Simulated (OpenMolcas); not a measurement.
Cu2+ (d9) on a cation site of an ionic host was computed by SS-CASPT2, IPEA 0.25 Eh, imaginary shift 0.1 Eh with the d shell active (OpenMolcas, ANO-RCC-VDZP on the metal). Its lowest spin-free states, and all those of the highest spin:

| 2S+1 | Degeneracy | E (cm-1) |
| --- | --- | --- |
| 2 | 2 | 0 |
| 2 | 3 | 7830 |

Task: Is the site octahedral, tetrahedral or cube-like, axial, or of lower symmetry?

Result: The states with 2S+1 = 2 have orbital degeneracies 2, 3. Threefold states need a cubic site. For d9 at this spin an octahedron puts the twofold E below the threefold T2 and a tetrahedron or cube puts the threefold T2 below the twofold E, so the site is octahedral. The first gap at this spin, 7830 cm-1, is |10Dq| in ligand-field theory. The run had Cu2+ with its 6 nearest fluoride ions at 2.021 Å, on the Mg site of KMgF3 (a = 3.973 Å, distance in the model lattice 1.986 Å). The rest of the host is ab initio model potentials to 7.6 Å, with orthogonalisation functions on the cations behind the ligands, and point charges beyond; the distance is set by hand and nothing relaxes. Ligand basis ANO-RCC-VDZP.

Over all roots computed the reference weight is 0.74; a low but even weight reflects the number of correlated electrons. An orbital doublet at a regular site is open to a Jahn-Teller distortion, which this geometry leaves out. A single d shell leaves out the double-shell effect, which counts most for late 3d ions, where the CASPT2 field can be off either way by tens of per cent. Ligand-to-metal charge-transfer states are missing. With one d shell and no ligand orbital active, 10Dq can be off by tens of per cent for divalent 3d ions, low with halides held by bare charges and at times high in hosts, and the orbital part of g and χT goes as 1/10Dq. Free-ion shares, where given, are those of the reference states; single-state CASPT2 does not remix them. No measured value stands beside these numbers; the geometry was set by hand and not optimised.
